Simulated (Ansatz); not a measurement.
Cost and result for the atomization energy of C2Br2ClF3, SMILES `FC(F)(Br)C(F)(Cl)Br` (8 atoms, 7 bonds).

Z-matrix (Å, degrees):
```
C
F 1 1.331
Br 1 1.934 2 108.5
F 1 1.327 2 108.5 3 119.1
C 1 1.557 2 108.5 3 -121.4
Br 5 1.929 1 110.9 2 -177.6
F 5 1.335 1 108.3 2 62.4
Cl 5 1.757 1 108.7 2 -56.0
```

Charge 0, multiplicity 1. Correlated methods include outer-core shells of Br, which these sets cover unevenly. Scalar relativity is left out up to krypton. All single points use the PBE0-D4/def2-TZVP geometry. It is one conformer, not always the lowest. Program: Ansatz. All runs use 2 threads of an AMD EPYC 7R13 on a shared host and a share of an NVIDIA H100 80 GB. Times are those of one run each, without the atoms' runs, and a repeat can differ threefold. Electronic energies, without spin–orbit coupling; frozen cores. CCSD(T)/CBS adds CCSD(T) − MP2 in def2-TZVPP to the MP2 limit, and its time is that of the two runs behind it. T1 = 0.010. With those shells the extrapolation isn't a true limit.

CCSD(T)/CBS is a level of theory with its own doubt, some kJ/mol a heavy atom from the limit and from the frozen cores, so smaller differences don't rank the functionals.

```tsv
level	functions	wall time	atomization (kcal/mol)	difference from CCSD(T)/CBS	per bond
LDA (SPW92)/def2-TZVPP	293	1.4 s	819.1	173.1	24.7
BHLYP-D4/def2-TZVPP	293	1.4 s	589.8	-56.2	-8.0
PBE0-D4/def2-TZVPP	293	1.6 s	655.4	9.4	1.4
PBE-D4/def2-TZVPP (with forces)	293	1.6 s	690.2	44.2	6.3
r2SCAN-D4/def2-TZVPP (with forces)	293	1.8 s	656.1	10.1	1.5
CCSD(T)/def2-SVP	152	1.9 s	597.7	-48.3	-6.9
B2PLYP/def2-TZVPP	293	2 s	628.7	-17.3	-2.5
ωB97X-V/def2-TZVPP	293	2 s	647.0	1.0	0.2
B97M-V/def2-TZVPP	293	2.1 s	645.8	-0.2	0.0
RPA@PBE/def2-TZVPP	293	4.2 s	558.7	-87.3	-12.5
MP2/def2-QZVPP	533	4.4 s	678.5	32.5	4.6
CCSD(T)/def2-TZVPP	293	7.5 s	620.0	-26.0	-3.7
CCSD(T)/CBS(def2)	–	12 s	646.0	0.0	0.0
```

From r2SCAN to r2SCAN0 (25 % exact exchange), in def2-TZVPP and without D4, the atomization energy moves by −29.3 kcal/mol: exact exchange takes away binding that semilocal exchange gives to molecules. Leaving LDA and LC-ωPBE aside and taking each functional with its dispersion term where it has one, the values spread over 100.4 kcal/mol, from BHLYP-D4 to PBE-D4. LDA lies +136.7 kcal/mol from PBE without D4, its usual overbinding. In def2-TZVPP, CCSD(T) changes the Hartree–Fock value by +229.1 kcal/mol (the triples alone add +22.7 kcal/mol) and MP2 by +272.5 kcal/mol; breaking electron pairs costs correlation energy, which Hartree–Fock lacks.
